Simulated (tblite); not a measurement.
C5H12BNO.
Structure used (GFN2-xTB), in Å, numbered top down from 1:
```xyz
20
C5H12BNO angstrom
B      3.2587    1.1966   -0.4572
N      2.2538    0.1677   -0.6913
C      1.4417   -0.6326   -0.8555
C      0.3475   -1.5760   -0.9863
O     -0.9198   -0.9851   -0.9092
C     -1.2391   -0.3214    0.3190
C     -2.6914   -0.6560    0.6475
C     -1.0420    1.1873    0.1845
H      4.2389    0.8434   -1.0334
H      3.4016    1.2425    0.7260
H      2.7963    2.1968   -0.9128
H      0.3952   -2.0510   -1.9737
H      0.4754   -2.3541   -0.2107
H     -0.5872   -0.7084    1.1166
H     -2.9709   -0.2077    1.5965
H     -3.3400   -0.2720   -0.1347
H     -2.8260   -1.7329    0.7099
H     -0.0029    1.4313   -0.0194
H     -1.3406    1.6823    1.1045
H     -1.6545    1.5599   -0.6329
```

Level: GFN2-xTB in tblite, geometry and Hessian alike; calculated harmonic values, unscaled, isolated species. Against measured fundamentals such values can be off by several per cent, at times by over 20. Modes of hydrogen on boron can be 10 to 20 % off. One conformer, not necessarily the lowest. The optimisation stopped once no atom felt more than 0.01 eV/Å.

Lowest wavenumbers of the output (negative numbers stand for imaginary wavenumbers):
```
mode    cm-1
  1     -36.6
  2      19.1
  3      65.4
  4     106.8
  5     160.3
  6     166.8
  7     203.2
  8     223.6
```

Q: Is this structure a minimum?

A: Not by this Hessian. 1 mode is imaginary beyond 20i (37i cm⁻¹), so at this level the point lies at or near a first-order saddle. The curvature is small, so loose convergence or finite differences may be the whole cause.

Q: Which atoms move in the imaginary mode?

A: 37i: H9 (B–H hydrogen) 33 %, H11 (B–H hydrogen) 33 %, H10 (B–H hydrogen) 31 %. These are shares of the mass-weighted motion.

Q: What is the remedy?

A: Step along that mode in both directions, optimise again with tighter thresholds and repeat the frequencies. The zero-point energy of this point (101.8 kcal/mol) counts the 53 real modes alone, and thermal corrections from it aren't those of a minimum.
